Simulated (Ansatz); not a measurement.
Abridged output of a molecular run in Ansatz:

```
Functional definition: HF
1135 factors; integrals over basis functions are off by at most 1.5e-3 eV
mean field evaluation 1: about -17542.8423 eV, gradient 3.1e1 eV
mean field evaluation 2: about -17542.8538 eV, gradient 3.1e1 eV
mean field evaluation 4: about -17545.4291 eV, gradient 3.7e0 eV
mean field evaluation 8: about -17545.4820 eV, gradient 2.7e-4 eV
mean field -17545.48198947 eV, -644.7845703581 hartree, gradient 4.0e-6 eV, S^2 0.000000; 0 other end points of the search recorded, 0 dependent functions left out
11 core orbitals not correlated: weight in the atoms' cores, before any rotation towards them, 1.000 or more for the frozen orbitals, at most 0.000 for the correlated occupied ones
reference -17545.48198947 eV, -644.7845703581 hartree; 18, 18 occupied and 78, 78 virtual orbitals, 1135 factors
second order -15.02535755 eV of doubles, -0.00000000 eV of singles
cycle   1  -15.93768388 eV  change   -9.1e-1 eV  update   1.1e-1
cycle   2  -16.45772674 eV  change   -5.2e-1 eV  update   3.5e-2
cycle   3  -16.59178269 eV  change   -1.3e-1 eV  update   2.0e-2
cycle   4  -16.58759960 eV  change    4.2e-3 eV  update   5.3e-3
cycle   5  -16.58637842 eV  change    1.2e-3 eV  update   2.6e-3
cycle   6  -16.58646511 eV  change   -8.7e-5 eV  update   9.1e-4
cycle   7  -16.58606312 eV  change    4.0e-4 eV  update   4.0e-4
cycle   8  -16.58609402 eV  change   -3.1e-5 eV  update   1.4e-4
cycle   9  -16.58615544 eV  change   -6.1e-5 eV  update   5.3e-5
cycle  10  -16.58614042 eV  change    1.5e-5 eV  update   2.3e-5
perturbative correction -0.45648730 eV, -0.0167755990 hartree
Total energy: -17562.52461719 eV, -645.4108753749 hartree
```

Its atoms:

Z-matrix (Å, degrees):
```
C
O 1 1.405
H 1 1.099 2 112.0
H 1 1.100 2 112.8 3 122.2
H 1 1.094 2 107.9 3 -118.8
Sb 2 1.981 1 117.0 3 -69.0
Si 6 2.580 2 90.6 1 162.6
H 6 1.725 2 95.8 1 72.6
H 7 1.486 6 109.5 2 74.7
H 7 1.484 6 110.7 2 -46.4
H 7 1.489 6 108.4 2 -166.9
```

(1) Which basis set was used?
A. def2-SVPD
B. cc-pV(T+d)Z
C. def2-SVP
D. def2-QZVPP

(2) Write the keys of the input that set method, charge and spin (a neutral closed shell needs none for the last two).

Answers

(1) C. It gives 107 functions.

(2) 
```yaml
correlation: {method: ccsd_t}
```
